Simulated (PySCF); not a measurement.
Manganese: a sound run and one with changed settings

Sound run: Mn [Ar] 3d5 4s2, Mn⁺ [Ar] 3d5 4s1. Computed with PySCF 2.14 in def2-SVP (5s3p2d1f, 31 functions), with no relativity, point nucleus. The sound run starts from symmetry-adapted Hartree-Fock orbitals and uses a fine grid where one is needed.

Changed run: radial step 0.5 in ln r (0.13 in the sound run). This setting is unsound on purpose.

| species | method | sound run (hartree) | changed run (hartree) | converged |
| --- | --- | --- | --- | --- |
| Mn | UHF | -1149.69728 | -1149.69728 | yes |
| Mn | PBE | -1150.56043 | -1150.49771 | yes |
| Mn | PBE0 | -1150.60489 | -1150.55534 | yes |
| Mn⁺ | UHF | -1149.47846 | -1149.47846 | yes |
| Mn⁺ | PBE | -1150.29837 | -1150.23474 | yes |
| Mn⁺ | PBE0 | -1150.34702 | -1150.29706 | yes |

Ionisation energy of Mn:

| method | sound run (eV) | changed run (eV) |
| --- | --- | --- |
| UHF | 5.954 | 5.954 |
| PBE | 7.131 | 7.156 |
| PBE0 | 7.017 | 7.028 |

A coarse radial grid mis-integrates the density and the exchange-correlation energy, with errors of either sign; Hartree-Fock needs no grid.

For comparison, NIST gives 7.434 eV between the lowest levels.
